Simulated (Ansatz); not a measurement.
Program: Ansatz. Geometries: PBE0-D4/def2-TZVP. ΔE: electronic, gas phase. CCSD(T)/CBS is the MP2 limit (def2-TZVPP, def2-QZVPP) plus CCSD(T) − MP2 in def2-TZVPP, frozen cores. This one scheme is used for every species. Functionals use def2-TZVPP. B3LYP here is the variant with VWN-RPA as its local correlation; programs differ in this. Open shells (•) are unrestricted, without spin–orbit coupling. One conformer a species, not always the lowest.

Reaction (homolysis of the N–Si bond): `N[SiH](Cl)N[SiH3]` → `[NH][SiH](N)Cl`• + `[SiH3]`•

```csv
level,ΔE (eV),difference from CCSD(T)/CBS
PBE-D4,4.74,-0.35
r2SCAN-D4,4.67,-0.42
PBE0-D4,4.82,-0.27
B3LYP-D4,4.79,-0.30
ωB97X-V,5.01,-0.08
ωB97M-V,5.06,-0.03
B2PLYP,4.84,-0.25
PBE,4.63,-0.46
r2SCAN,4.64,-0.45
PBE0,4.71,-0.38
B3LYP,4.60,-0.49
HF/def2-TZVPP,3.73,-1.36
MP2/def2-TZVPP,5.24,0.15
SCS-MP2/def2-TZVPP,5.13,0.04
CCSD/def2-TZVPP,4.83,-0.26
CCSD(T)/def2-TZVPP,4.93,-0.16
HF/def2-QZVPP,3.74,-1.35
MP2/def2-QZVPP,5.33,0.24
SCS-MP2/def2-QZVPP,5.23,0.14
HF/CBS(def2),3.74,-1.35
MP2/CBS(def2),5.40,0.31
CCSD/CBS(def2),4.99,-0.10
CCSD(T)/CBS,5.09,0
```

Largest T1 diagnostic among the species: 0.015.

In def2-TZVPP, CCSD(T) changes the Hartree–Fock value by +1.20 eV (the triples alone add +0.09 eV) and MP2 by +1.51 eV; breaking electron pairs costs correlation energy, which Hartree–Fock lacks. The D4 term adds +0.19 eV with B3LYP and +0.10 eV with PBE0; it sums over pairs of atoms, weighted by their polarisabilities, and B3LYP, whose exchange is more repulsive, gets the larger term.
